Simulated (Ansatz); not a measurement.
Born–Oppenheimer molecular dynamics of AlFH₄N₂ (8 atoms, charge 0, multiplicity 1). It goes on from the last frame of an earlier run, with new velocities.

Theory: RKS BHLYP-D4/cc-pVDZ in Ansatz.

```
ensemble        : NVT, Nosé–Hoover chain
time step       : 0.5 fs
steps asked     : 250
set temperature : 3000 K
thermostat      : time constant 100 fs, chain length 3
seed            : 132366
```

First frame:

```xyz
8
Properties=species:S:1:pos:R:3
Al 0.325 0.034 -0.468
F 1.109 0.650 0.859
N 1.250 0.207 -2.155
H 0.730 -0.099 -3.052
H 2.145 -0.271 -2.224
N -1.416 -0.044 -0.260
H -1.575 -0.210 0.636
H -2.067 0.680 -0.367
```

How far do the bonds stretch over the last three quarters of this one trajectory? (Pairs bonded in most of those frames.)


```tsv
bond	mean (Å)	spread (Å)	shortest	longest
Al1–F2	1.695	0.065	1.59	1.82
Al1–N3	1.831	0.104	1.65	1.98
Al1–N6	1.806	0.072	1.69	1.96
N3–H4	1.023	0.034	0.96	1.08
N3–H5	1.021	0.011	0.99	1.06
N6–H7	1.057	0.091	0.90	1.24
N6–H8	1.078	0.117	0.86	1.32
```

Mean temperature of the second half: 2629 K. The conserved energy stayed within 2.5 meV per atom of its start (net change 0.71 meV per atom), so the integration is sound. The mean temperature of the second half is 12 % below the set value. A run of 0.12 ps of so small a system gives no equilibrium averages.

The run took 6.5 min on 2 threads of Intel(R) Xeon(R) Platinum 8223CL CPU @ 3.00GHz (Skylake/Cascade Lake) (shared host), peak memory 0.17 GiB.
